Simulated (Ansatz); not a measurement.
Ansatz (a first-principles code) input:

Ansatz 0.2 input:
```yaml
crystal:
  periodic: [false, false, false]
  atoms:
    - {symbol: Cu, position_ang: [-0.00000000, -0.00000000, -0.80506115]}
    - {symbol: Cl, position_ang: [0.00000000, 0.00000000, 1.37333961]}
basis:
  gaussian:
    orbitals: 6-31G*
hamiltonian:
  xc: {name: PBE0}
magnetization: {spin_polarized: true, initial_magnetization: 2}
```

Task: What final total energy does it print?

Result: -2099.96157 Eh (PBE0/6-31G*).

The spin state was set by rule; other spins were not relaxed.
